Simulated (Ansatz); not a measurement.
Consider the formal exchange of groups at a B–N bond: `BN(C=C)CC` + `CO[SiH3]` → `B[SiH2]OC` + `C=CNCC`.

Calculated with Ansatz (gas phase, PBE0-D4/def2-TZVP geometries, no zero-point term in ΔE). CBS: MP2 limit from def2 TZ/QZ plus the TZ coupled-cluster correction, frozen cores. DFT in def2-TZVPP. Each species was taken in one conformer, which may not be the lowest.

```csv
species,B2PLYP energy (Eh)
`BN(C=C)CC`,-237.91703
`CO[SiH3]`,-406.29710
`B[SiH2]OC`,-431.69146
`C=CNCC`,-212.45430
```

Q: Work out ΔE.

A: ΔE = (-431.69146) + (-212.45430) − (-237.91703) − (-406.29710) = 0.06837 Eh = +179.5 kJ/mol. CCSD(T)/CBS gives +181.9 kJ/mol.

Largest T1 diagnostic among the species: 0.012.

The D4 term adds +6.8 kJ/mol with B3LYP and +3.7 kJ/mol with PBE0; it sums over pairs of atoms, weighted by their polarisabilities, and B3LYP, whose exchange is more repulsive, gets the larger term. In def2-TZVPP, CCSD(T) changes the Hartree–Fock value by +17.3 kJ/mol (the triples alone add +4.0 kJ/mol) and MP2 by +26.4 kJ/mol.

B3LYP here is the variant with VWN-RPA as its local correlation; programs differ in this.
